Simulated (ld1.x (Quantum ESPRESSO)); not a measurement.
**Varying the TM semilocal potential for samarium**

Base potential:

ld1.x (Quantum ESPRESSO) 7.5 input, shortened:

```
&input
   title='Sm', zed=62., rel=1, dft='PBE', iswitch=3,
   config='[Xe] 4f6 5d1 6s1 6p0'
 /
 &inputp
   pseudotype=1, tm=.true., lloc=0,
   nlcc=.true.
 /
4
6P  2  1   0.00   0.00  4.20  4.20  0.0
5D  3  2   1.00   0.00  3.65  3.65  0.0
4F  4  3   6.00   0.00  1.20  1.20  0.0
6S  1  0   1.00   0.00  2.95  2.95  0.0
 &test
   configts(1)='4f6 5d1 6s1 6p0'
 /
```

All-electron outer shells of the reference configuration (PBE, scalar-relativistic, ld1.x):

```
shell  level (eV)  outermost node (bohr)  outermost maximum (bohr)
   5s      -42.17                   0.69                      1.27
   5p      -22.21                   0.73                      1.43
   6s       -3.22                   1.71                      3.75
   4f       -1.47                      –                      0.61
   5d       -1.13                   0.84                      2.25
   6p       -1.06                   2.08                      5.26
```

Cutoffs, loose and tight: the cutoffs (Ry, on a coarse ladder) from which the occupation-weighted sum of valence levels, in a spherical-Bessel basis at the reference potential, stays within 10 and 1 mRy of its value at 400 Ry. They do not see the model core or the augmentation charge, which bear on the density cutoff. Test errors are all-electron minus pseudo excitation energies from the reference, over the configurations 4f6 5d0 6s2 6p0; 4f6 5d0 6s1 6p0; 4f6 5d0 6s0 6p0; 4f6 5d1 6s0 6p0; 4f6 5d0 6s0 6p2; 4f5 5d1 6s1 6p0; 4f6 5d0.5 6s1.5 6p0. A dash means not determined; rows that change the core or the reference have their own tests.

A semilocal file is local in each channel, so a ghost entry of none says nothing of the separable form that plane-wave codes build from it.

```csv
change,outcome,"cutoff, loose","cutoff, tight",bound ghosts,largest test error (meV)
base,generated,260 Ry,300 Ry,none,-751
wave 5d (bound): rc 3.65 bohr becomes 5d (bound): rc 2.40 bohr,generated,260 Ry,300 Ry,none,-694
wave 5d (bound): rc 3.65 bohr becomes 5d (bound): rc 2.74 bohr,generated,260 Ry,300 Ry,none,-694
wave 5d (bound): rc 3.65 bohr becomes 5d (bound): rc 3.18 bohr,generated,260 Ry,300 Ry,none,-708
wave 5d (bound): rc 3.65 bohr becomes 5d (bound): rc 3.58 bohr,generated,260 Ry,300 Ry,none,-741
wave 5d (bound): rc 3.65 bohr becomes 5d (bound): rc 3.82 bohr,generated,260 Ry,300 Ry,none,-772
wave 5d (bound): rc 3.65 bohr becomes 5d (bound): rc 4.34 bohr,generated,260 Ry,300 Ry,none,-841
wave 5d (bound): rc 3.65 bohr becomes 5d (bound): rc 4.80 bohr,generated,260 Ry,300 Ry,none,-916
wave 5d (bound): rc 3.65 bohr becomes 5d (bound): rc 5.02 bohr,generated,260 Ry,300 Ry,none,-958
wave 5d (bound): rc 3.65 bohr becomes 5d (bound): rc 5.56 bohr,generated,260 Ry,300 Ry,none,-1047
```

Reading the sweep of the d radius (base included, trends over the rows without a ghost): The loose cutoff stays near 260 Ry. The median size of the test errors (rows with all tests solved) is not monotonic: lowest 8.0 meV at 3.82 bohr, highest 77.0 meV at 5.56 bohr.
